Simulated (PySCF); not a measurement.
Computed IR spectrum (relative IR intensity) of a molecule C3H8BNO. Coordinates come from a PBE-D3(BJ)/def2-SVP optimisation. One conformer was computed; it need not be the lowest. Computed with PBE-D3(BJ)/def2-SVP in PySCF. No scaling factor is applied to the harmonic values.

ν (cm⁻¹): 84 (vw), 381 (s), 414 (m), 693 (w), 720 (vw), 838 (vw), 945 (w), 1012 (w), 1100 (m), 1221 (m), 1293 (s), 1348 (vs), 1386 (m), 1422 (vw), 1425 (w), 1449 (m), 1546 (s), 1644 (w), 2906 (m), 2971 (m), 3042 (m), 3057 (w), 3148 (w), 3533 (w), 3634 (w) (against the strongest line: vs over 80 %, s over 45 %, m over 15 %, w over 4 %, vw less)

**Question.** Pick the molecule that these values belong to.
A) C=CB(N)OC
B) NB(O)C1CC1
C) NB1CCCO1
D) C=COB(C)N

**Answer.** A, C=CB(N)OC
